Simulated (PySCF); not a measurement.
## Threshold energies of ZnBr in a plasma

r²SCAN in PySCF with def2-TZVPPD on every atom, for the lowest determinant that a PBE0 search found; no spin–orbit coupling.

```
species  state (unpaired electrons)  Re (Å)  ωe (cm⁻¹)  energy of the minimum from the neutral (eV)  De (eV)  dissociates to
   ZnBr               doublet (σ ↑)   2.291        279                                         0.00     2.15         Zn + Br
  ZnBr⁺      singlet (closed shell)   2.180        345                                         8.81     2.55        Zn⁺ + Br
  ZnBr⁻      singlet (closed shell)   2.665        132                                        -2.04     0.67        Zn + Br⁻
```

Problem. Work out the lowest energy to break ZnBr into atoms, from its vibrational ground state.

Solution. D0 = De − ωe/2 = 2.15 − 0.02 = 2.13 eV (r²SCAN/def2-TZVPPD).

Problem. Work out the ionisation energy of the Zn atom at this level and the threshold of dissociative ionisation.

Solution. IE(Zn) = 8.81 + 2.55 − 2.15 = 9.21 eV, so Zn⁺ + Br + e⁻ appears at D0 + IE(Zn) = 11.34 eV (r²SCAN/def2-TZVPPD). The measured IE(Zn) is 9.394 eV (NIST ASD).

Problem. Work out the electron affinity of the Br atom and the threshold of dissociative attachment.

Solution. EA(Br) = 2.15 − 0.67 − (-2.04) = 3.52 eV, so Zn + Br⁻ needs D0 − EA(Br) = -1.39 eV (negative: it is exothermic at zero electron energy) (r²SCAN/def2-TZVPPD). The measured EA(Br) is 3.364 eV.

Problem. At which energy does ion-pair formation open?

Solution. Zn⁺ + Br⁻ lies at D0 + IE(Zn) − EA(Br) = 7.82 eV (r²SCAN/def2-TZVPPD).

These are thermodynamic thresholds; the onsets seen under electron impact lie higher where the geometry changes, and cross-sections peak well above them.

Spin–orbit coupling is left out. For an ion De counts to the pair picked by the measured ionisation energies or electron affinities, which need not be the lowest pair at this level. States were picked by a PBE0 search and need not be the measured ground states.
